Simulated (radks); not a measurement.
The numbers below are computed, except where a source is named.
Problem. Mean orbital radii <r> (bohr) of neutral molybdenum, [Kr] 4d5 5s1, of relativity; Dirac values are averaged over j with weights 2j + 1. Spin-unpolarised spherical Kohn-Sham, PBEsol, point nucleus unless stated (finite: rms radius 4.4091 fm), a radial shooting solver on a logarithmic mesh with Libxc functionals. A level marked "c x" has the speed of light scaled by that factor and shares open shells by 2j + 1; other Dirac levels either fill j = l - 1/2 first or share by 2j + 1.

shell       non-rel.
1s           0.03632
2s            0.1588
2p            0.1361
3s            0.4411
3p            0.4360
3d            0.4146
4s             1.136
4p             1.249
4d             1.966
5s             3.697
5p (empty)     5.401

Give the values at the level "Dirac, c x 0.75".

Solution. 
shell       Dirac, c x 0.75  change of magnitude (%)
1s                  0.03425                    -5.68
2s                   0.1492                    -6.05
2p                   0.1321                    -2.94
3s                   0.4192                    -4.96
3p                   0.4264                    -2.21
3d                   0.4162                    +0.39
4s                    1.084                    -4.54
4p                    1.229                    -1.66
4d                    2.029                    +3.19
5s                    3.462                    -6.36
5p (empty)            5.248                    -2.83
